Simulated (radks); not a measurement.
Task: These are the eigenvalues of the occupied orbitals of an atom or ion with whole-number occupations (eV). All-electron calculation, non-relativistic Kohn-Sham, TPSS, spin-polarised, spherical densities, point nucleus; meta-GGA in the generalised Kohn-Sham scheme. Program: a radial shooting solver on a logarithmic mesh with Libxc functionals.

1s up: -1624.536
1s down: -1620.651
2s up: -198.7377
2s down: -191.1174
2p up: -162.2446
2p down: -153.8753
3s up: -55.2663

Which element is it, and in what charge state? The configuration may be excited. Open shells, if any, are filled with parallel spins first.

Result: Z = 13, aluminium, charge +4: Al4+ in [He] 2s2 2p4 3s1. The list shows which subshells hold electrons but not how many an open one holds; the 1s level, -59.701 hartree, gives Z - s = 10.9 by -(Z - s)^2/2, which with screening narrows Z to a few neighbours, and the depths of the outer levels then fix element, charge and occupations together.
